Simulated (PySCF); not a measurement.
**Trend along the halogens: MSn molecules**

PBE with triple-zeta basis sets in PySCF, for the lowest determinant that a PBE0 search found; no spin–orbit coupling. De refers to high-spin ground-configuration atoms. A positive dipole means M(−)Sn(+).

```json
{"M": "F", "basis": "def2-TZVPP", "state (unpaired electrons)": "doublet (π ↑)", "Re (Å)": "1.974", "ωe (cm⁻¹)": "550", "De (eV)": "5.26", "μ (D)": "2.63"}
{"M": "Br", "basis": "def2-TZVPP", "state (unpaired electrons)": "doublet (π ↑)", "Re (Å)": "2.541", "ωe (cm⁻¹)": "234", "De (eV)": "3.71", "μ (D)": "2.40"}
{"M": "I", "basis": "x2c-TZVPPall", "state (unpaired electrons)": "doublet (π ↑)", "Re (Å)": "2.740", "ωe (cm⁻¹)": "190", "De (eV)": "3.25", "μ (D)": "1.94"}
```

Q: The row for M = Cl is missing. Estimate Re, ωe and De as the mean of the rows for F and Br, and compare with the calculation.

A: The means are 2.257 Å, 392 cm⁻¹ and 4.48 eV. PBE in def2-TZVPP gives SnCl as a doublet (π ↑) with Re = 2.390 Å, ωe = 336 cm⁻¹, De = 4.12 eV, so the estimate is off by -13.2 pm, +17 % and +0.37 eV.

The rows differ in basis set, which adds steps of its own.

Spin–orbit coupling is left out, which matters for elements this heavy, above all for dissociation energies. States were picked by a PBE0 search and need not be the measured ground states.
